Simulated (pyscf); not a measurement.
Structures and frequencies: ωB97X-D3(BJ)/def2-SVP in PySCF.

### Question
How much does it cost (ΔH, 298 K, ωB97M-D3(BJ)/def2-TZVP) to split HO–B(OH)–O–Nb(Cl)(Cl)(Cl)–Cl at its Nb–O bond into •O–B(OH)–OH + [Cl–Nb(Cl)(Cl)–Cl]•?

### Answer
Nb–O to •O–B(OH)–OH + [Cl–Nb(Cl)(Cl)–Cl]•: 329.2 kJ/mol. The 7 functionals that were run give +329.2 (ωB97M-D3(BJ)/def2-TZVP) to +361.8 kJ/mol (PBE). The radicals are drawn with the spin at the cut bond; how far it spreads was not checked. Other isomers of •O–B(OH)–OH were not searched in full and may lie lower. Open-shell species with a d-block atom are single-reference here; other states, and whether the spin sits on metal or ligand, were not checked. Elements past Kr carry the def2 core potentials, without spin-orbit coupling.
